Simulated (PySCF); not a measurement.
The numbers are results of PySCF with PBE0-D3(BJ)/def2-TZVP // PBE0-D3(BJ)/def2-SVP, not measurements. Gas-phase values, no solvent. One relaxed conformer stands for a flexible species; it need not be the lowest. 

Reference species (SMILES): `c1(S)cc(B)oc1` (neutral, multiplicity 1).

- HOMO: -7.16 eV
- S1 oscillator strength: 0.034

Changed species: `c1c(cc(o1)S)B`.

Q: Predict the effect on the HOMO and S1 oscillator strength.

A: the HOMO rises by 0.18 eV, to -6.98 eV; the S1 oscillator strength stays essentially unchanged.
